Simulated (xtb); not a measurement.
C₄H₇FO, SMILES [C@@]1(O)(C)C[C@H]1F. All values are semi-empirical tight-binding results from xtb (GFN2-xTB unless named), good for trends rather than for accurate numbers. Geometry optimised at GFN2-xTB. The structure was generated by enumeration; whether it is a known compound was not checked. Other conformers were not sampled.

Optimised geometry:

```xyz
13

C      1.5194     0.5424     0.4023
C      0.0489     0.2026     0.4860
O     -0.4232    -0.0727     1.7713
C     -0.9134     0.8544    -0.4839
C     -0.5986    -0.6086    -0.5917
F      0.1586    -1.0235    -1.6463
H      1.8383     0.5785    -0.6348
H      2.0998    -0.2189     0.9196
H      1.7132     1.5087     0.8673
H     -0.2897     0.7042     2.3276
H     -0.5020     1.5064    -1.2381
H     -1.8982     1.1229    -0.1354
H     -1.3408    -1.3527    -0.3361
```

```yaml
orbital_gap: 9.21 eV
dipole_moment: 2.97 D
zero_point_energy: 64.6 kcal/mol
G − E(el) at 298.15 K (modified RRHO): 45.9 kcal/mol
static polarisability (D4 model): 51.6 bohr³
solvation energy, GFN2-xTB/ALPB(water): -6.0 kcal/mol
solvation energy, GFN2-xTB/ALPB(ether): -7.3 kcal/mol
```

Computed IR lines (harmonic; lines under 4 % of the strongest left out, lines within 3 cm⁻¹ merged):
ν (cm⁻¹): 242 (m), 271 (vs), 393 (m), 448 (w), 753 (w), 833 (w), 904 (w), 920 (w), 991 (w), 1010 (m), 1074 (m), 1144 (s), 1212 (vs), 1240 (m), 1283 (s), 1405 (w), 1455 (m), 1487 (w), 3007 (m), 3035 (w), 3062 (w), 3065 (w), 3097 (w), 3120 (w), 3519 (w) (against the strongest line: vs over 80 %, s over 45 %, m over 15 %, w over 4 %, vw less)

Question: Give the atomic charges and the Wiberg bond orders between heavy atoms. (Estimate from the structure and the level; the computed values follow.)

Answer: charges (e) C1 -0.12, C2 0.14, O3 -0.44, C4 -0.10, C5 0.13, F6 -0.25, H7 0.06, H8 0.06, H9 0.04, H10 0.30, H11 0.06, H12 0.05, H13 0.06. Bond orders C1–C2 1.00, C2–O3 0.99, C2–C4 0.93, C2–C5 0.95, C4–C5 0.96, C5–F6 0.94.
